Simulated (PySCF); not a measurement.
Radial density of Au⁷⁰⁺ (gold, charge +70)

UHF, [He] 2s2 2p5, 2P determinant. Computed with PySCF 2.14 in an uncontracted even-tempered set (18 s from 50 bohr⁻², ratio 2.2; 13 p from 65 bohr⁻², ratio 2.2; 5 d from 250 bohr⁻², ratio 2.4; 5 f from 380 bohr⁻², ratio 2.4; 4 g from 570 bohr⁻², ratio 2.4), with the spin-free X2C one-electron Hamiltonian (Gaussian nucleus).

| r (bohr) | 4πr²ρ (e/bohr) | 4πr²(ρα − ρβ) |
| --- | --- | --- |
| 0.0143 | 99.73 | 2.4944 |
| 0.0240 | 78.33 | 7.5911 |
| 0.0404 | 97.94 | 14.4050 |
| 0.0679 | 89.88 | 12.0742 |
| 0.114 | 19.77 | 2.5237 |
| 0.192 | 0.3828 | 0.0501 |
| 0.323 | 0.0001560 | 0.0000 |

Densities and radii are taken from the X2C orbitals without a picture-change correction, which distorts them close to the nucleus.

Spin-orbit coupling, absent here, splits the open shell strongly.
